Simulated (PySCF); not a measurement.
PySCF 2.14 output of an unrestricted BHandHLYP calculation on a single atom or ion in aug-cc-pwCVDZ-PP with ECP60MDF (6s6p5d3f, 70 functions), with scalar relativity through the core potential:

```
SCF conv_tol = 1e-09
number electrons alpha = 10  beta = 4
    A. D. Becke.,  J. Chem. Phys. 98, 1372 (1993)
    Defined through Gaussian implementation.
cycle= 1 E= -67.1720325835012  delta_E= -0.00261  |g|= 0.0136  |ddm|= 0.419
cycle= 2 E= -67.1721249005104  delta_E= -9.23e-05  |g|= 0.0066  |ddm|= 0.0897
cycle= 3 E= -67.1721414268712  delta_E= -1.65e-05  |g|= 0.00172  |ddm|= 0.0276
cycle= 4 E= -67.1721431386721  delta_E= -1.71e-06  |g|= 6.17e-05  |ddm|= 0.00873
cycle= 5 E= -67.1721431475004  delta_E= -8.83e-09  |g|= 1.05e-05  |ddm|= 0.000345
cycle= 6 E= -67.1721431477694  delta_E= -2.69e-10  |g|= 6.37e-07  |ddm|= 7.18e-05
converged SCF energy = -67.1721431477694  <S^2> = 12.001264  2S+1 = 7.000361
```

The run itself started from symmetry-adapted Hartree-Fock orbitals and held the occupation by maximum overlap, on a logarithmic radial grid, so the iterations belong to that start.

Question: Which element, charge and spin multiplicity is this?

Answer: W (tungsten, neutral), multiplicity 7; the state was [Xe] 4f14 5d5 6s1, high-spin 7S determinant (an excited configuration).

Energies and moments cover only the electrons outside the core potential. Spin-orbit coupling, which splits the p, d and f shells strongly at this Z, is absent.
